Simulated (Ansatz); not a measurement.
`N[SiH2][SiH](O)F` + HI → `O[SiH](F)[SiH2]I` + NH₃  (ligand exchange at the Si–N bond)

Computed with Ansatz on PBE0-D4/def2-TZVP structures; ΔE is electronic, products minus reactants. CCSD(T)/CBS is the MP2 limit (def2-TZVPP, def2-QZVPP) plus CCSD(T) − MP2 in def2-TZVPP, frozen cores. This one scheme is used for every species. Functionals use def2-TZVPP. B3LYP here is the variant with VWN-RPA as its local correlation; programs differ in this. Elements past krypton have def2 core potentials. For I outer-core shells are correlated without core-valence functions, which leaves a few kJ/mol of doubt a bond. Each species was taken in one conformer, which may not be the lowest.

`N[SiH2][SiH](O)F`:

```xyz
11

N     1.267   -0.603   -0.932
Si   -0.427   -0.206   -1.015
Si   -0.854    0.644    1.139
O     0.565    0.459    1.939
F    -2.016   -0.216    1.832
H     1.931    0.158   -0.911
H     1.610   -1.331   -1.542
H    -0.807    0.739   -2.108
H    -1.144   -1.486   -1.252
H    -1.261    2.060    1.289
H     1.136   -0.218    1.561
```

HI:

```xyz
2

I    -0.543    0.176    0.568
H     0.543   -0.176   -0.568
```

`O[SiH](F)[SiH2]I`:

Cartesian coordinates in Å:
```
O -0.226 1.293 -1.489
Si 0.095 -0.255 -1.095
F -1.119 -1.220 -1.482
Si 0.353 -0.413 1.235
I -1.303 1.183 2.113
H -0.796 1.788 -0.892
H 1.262 -0.664 -1.905
H 0.046 -1.747 1.808
H 1.687 0.035 1.707
```

NH₃:

```xyz
4

N     0.221   -0.167    0.053
H     0.399    0.789    0.332
H    -0.012   -0.150   -0.933
H    -0.608   -0.472    0.548
```

```csv
level,ΔE (kJ/mol),difference from CCSD(T)/CBS
B3LYP-D4,-50.7,7.0
ωB97M-V,-49.7,8.0
B2PLYP,-48.6,9.1
PBE,-54.9,2.8
r2SCAN,-54.0,3.7
SCS-MP2/def2-TZVPP,-50.1,7.6
CCSD/def2-TZVPP,-46.3,11.4
CCSD(T)/def2-TZVPP,-47.9,9.8
HF/def2-QZVPP,-47.9,9.8
SCS-MP2/def2-QZVPP,-55.4,2.3
CCSD(T)/CBS,-57.7,0
```

Largest T1 diagnostic among the species: 0.012.

The D4 term adds −4.6 kJ/mol with B3LYP and −2.5 kJ/mol with PBE0; it sums over pairs of atoms, weighted by their polarisabilities, and B3LYP, whose exchange is more repulsive, gets the larger term.
